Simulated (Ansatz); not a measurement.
BiF3, singlet, geometry from GFN2-xTB (such geometries of metal compounds can be far from the true shape) (core potentials on Bi), with bond 4-1 at 1.8 times its length; PBE/def2-SVP (Ansatz, a program for electronic structure).

Input for Ansatz:
Ansatz 0.2 input:
```yaml
crystal:
  periodic: [false, false, false]
  atoms:
    - {symbol: Bi, position_ang: [0.00283361, -0.00403046, 0.27310711]}
    - {symbol: F, position_ang: [-1.35263607, -1.00980650, -0.84069305]}
    - {symbol: F, position_ang: [-0.22186672, 1.68716206, -0.81262393]}
    - {symbol: F, position_ang: [2.78480021, -1.14910993, -1.77609321]}
basis:
  gaussian:
    orbitals: def2-SVP
hamiltonian:
  xc: pbe
scf: {lower_state_search: off}
magnetization: {spin_polarized: true}
```

The log (banner, timings and long lists left out):

```
Functional definition: PBE
these checks for a lower state are left out or cut short: stability, starts, cluster_reference, orbital_swaps, neighbouring_geometries, increment
720 factors; their error is unknown
mean field evaluation 1: about -13962.5716 eV, gradient 5.4e1 eV
mean field evaluation 2: about -13610.1882 eV, gradient 1.3e2 eV
mean field evaluation 4: about -13966.8055 eV, gradient 4.4e1 eV
mean field evaluation 8: about -13968.1674 eV, gradient 3.7e1 eV
mean field evaluation 16: about -13975.7009 eV, gradient 1.3e-6 eV
mean field -13975.70092918 eV, -513.5975360771 hartree, gradient 1.3e-6 eV, S^2 0.000000; 0 other end points of the search recorded, 0 dependent functions left out
reference -13975.70095540 eV, -513.5975370404 hartree; 25, 25 occupied and 43, 43 virtual orbitals, 720 factors
Total energy: -13975.70095540 eV, -513.5975370404 hartree
Checks for a lower state left out: stability, starts, cluster_reference, orbital_swaps, neighbouring_geometries, increment
```
